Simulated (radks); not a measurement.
Problem. These are the eigenvalues of the occupied orbitals of an atom or ion with whole-number occupations (eV). Method: Dirac Kohn-Sham, PBEsol, spin-unpolarised, spherical densities, point nucleus; computed with a radial shooting solver on a logarithmic mesh with Libxc functionals.

1s1/2: -35813.99
2s1/2: -5665.360
2p1/2: -5333.897
2p3/2: -4981.848
3s1/2: -1223.660
3p1/2: -1085.178
3p3/2: -1017.706
3d3/2: -774.2042
3d5/2: -759.8719
4s1/2: -277.1695
4p1/2: -227.4095
4p3/2: -213.5423
4d3/2: -132.4609
4d5/2: -130.1385
5s1/2: -78.2629
5p1/2: -64.1965

Which element is it, and in what charge state? The configuration may be excited. Open shells, if any, fill j = l - 1/2 first.

Solution. Z = 55, caesium, charge +5: Cs5+ in [Kr] 4d10 5s2 5p2. The list shows which subshells hold electrons but not how many an open one holds; the 1s level, -1316.1 hartree, gives Z - s = 51.3 by -(Z - s)^2/2, which with screening and relativity narrows Z to a few neighbours, and the depths of the outer levels then fix element, charge and occupations together.
